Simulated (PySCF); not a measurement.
Compound: C4HBCl2O.
Bonds: C1–C2 (triple), C2–C3, C3–C4 (double), C4–O5 (double), C3–B6, B6–Cl7, B6–Cl8. Hydrogens: H9 on C1.

Method: PBE0-D3(BJ)/def2-SVP geometry optimisation, gas phase in PySCF 2.14.0; density fitting, grid level 1; the optimiser is geomeTRIC in internal coordinates, started from a GFN2-xTB structure with every atom displaced at random (about 0.01 Å).

At the end of the run (lengths in Å): C1–H9 1.075, B6–Cl7 1.743, C4=O5 1.147, C3=C4 1.344, B6–Cl8 1.760, C1≡C2 1.212, C3–B6 1.535, C3–C4–O5 179.2°, C4–C3–B6 116.3°, C2–C3–B6 125.3°, C1–C2–C3 178.8°, C2–C3–B6–Cl7 -1°.

Question: These geometries were met on the way; a selection of coordinates is given. Order them by energy above the end point, lowest first.
A. C1–H9 1.074, B6–Cl7 1.752, C4=O5 1.150, C3=C4 1.345, B6–Cl8 1.756, C1≡C2 1.212, C3–B6 1.535, C3–C4–O5 176.3°, C4–C3–B6 116.0°, C2–C3–B6 125.0°, C1–C2–C3 177.6°, C2–C3–B6–Cl7 -1°
B. C1–H9 1.033, B6–Cl7 1.705, C4=O5 1.117, C3=C4 1.367, B6–Cl8 1.740, C1≡C2 1.204, C3–B6 1.542, C3–C4–O5 178.6°, C4–C3–B6 121.2°, C2–C3–B6 122.1°, C1–C2–C3 179.1°, C2–C3–B6–Cl7 -1°
C. C1–H9 1.072, B6–Cl7 1.739, C4=O5 1.146, C3=C4 1.344, B6–Cl8 1.758, C1≡C2 1.212, C3–B6 1.534, C3–C4–O5 179.1°, C4–C3–B6 116.2°, C2–C3–B6 125.1°, C1–C2–C3 178.4°, C2–C3–B6–Cl7 0°
D. C1–H9 1.080, B6–Cl7 1.768, C4=O5 1.155, C3=C4 1.345, B6–Cl8 1.760, C1≡C2 1.211, C3–B6 1.536, C3–C4–O5 171.5°, C4–C3–B6 116.3°, C2–C3–B6 125.5°, C1–C2–C3 176.9°, C2–C3–B6–Cl7 -8°

Answer: C (0.002 eV), A (0.017 eV), D (0.071 eV), B (0.160 eV).

| step | E above end (eV) | rms distance from the end, all atoms (Å) | largest force (eV/Å) | rms shift of all bonds from the end (Å) |
| --- | --- | --- | --- | --- |
| 3 | 0.002 | 0.014 | 0.168 | 0.002 |
| 2 | 0.017 | 0.040 | 0.488 | 0.004 |
| 1 | 0.071 | 0.072 | 1.265 | 0.009 |
| 0 | 0.160 | 0.082 | 4.937 | 0.025 |

Rows stand in the order of the answer.
